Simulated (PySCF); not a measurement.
Al(H)2(NMe2) (C₂H₈AlN), SMILES C[N](C)[AlH2]. Geometry: PBE0-D3(BJ)/def2-SVP. The structure was generated by enumeration; whether it is a known compound was not checked.

Computed equilibrium geometry at PBE0-D3(BJ)/def2-SVP (PySCF confirms it by a frequency run) as a Z-matrix, and its point group:
point group C2v.
```
N
C 1 1.4422
H 2 1.1010 1 110.97
H 2 1.1081 3 107.58 1 -122.64
H 2 1.1081 3 107.58 4 -114.72
C 1 1.4422 2 112.83 3 180.00
H 6 1.1010 1 110.97 2 -180.00
H 6 1.1081 7 107.58 1 122.64
H 6 1.1081 7 107.58 8 114.72
Al 1 1.7853 2 123.59 3 0.00
H 10 1.5876 1 117.32 2 180.00
H 10 1.5876 11 125.35 7 180.00
```
Charge 0, spin multiplicity 1.
